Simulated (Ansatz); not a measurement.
One change: `CO[SiH2]C[SiH3]` becomes `CO[SiH2]SC`.

Ansatz, PBE0-D4/def2-TZVP geometries, multiplicity 1. Each molecule was computed in one conformer, which needn't be the lowest.

```csv
property,`CO[SiH2]C[SiH3]`
size of the dipole moment (B3LYP/def2-TZVPP) / D,0.93
LUMO energy (ωB97M-V/def2-TZVPP) / eV,2.02
LUMO energy (PBE/def2-TZVPP) / eV,-0.49
size of the dipole moment (PBE/def2-TZVPP) / D,0.93
HOMO–LUMO gap (PBE/def2-TZVPP) / eV,6.07
HOMO–LUMO gap (ωB97M-V/def2-TZVPP) / eV,12.47
```

(1) What does the change do to each property? (An estimate is asked.)

Results:

(1) The calculation gave: 
```
                                        property  `CO[SiH2]SC`  shift
size of the dipole moment (B3LYP/def2-TZVPP) / D          1.16   0.23
           LUMO energy (ωB97M-V/def2-TZVPP) / eV          2.16   0.14
               LUMO energy (PBE/def2-TZVPP) / eV         -0.52  -0.03
  size of the dipole moment (PBE/def2-TZVPP) / D          1.21   0.28
             HOMO–LUMO gap (PBE/def2-TZVPP) / eV          5.33  -0.74
         HOMO–LUMO gap (ωB97M-V/def2-TZVPP) / eV         11.42  -1.05
```

Dipoles are sizes alone; their direction can turn.

B3LYP here is the variant with VWN-RPA as its local correlation; programs differ in this.
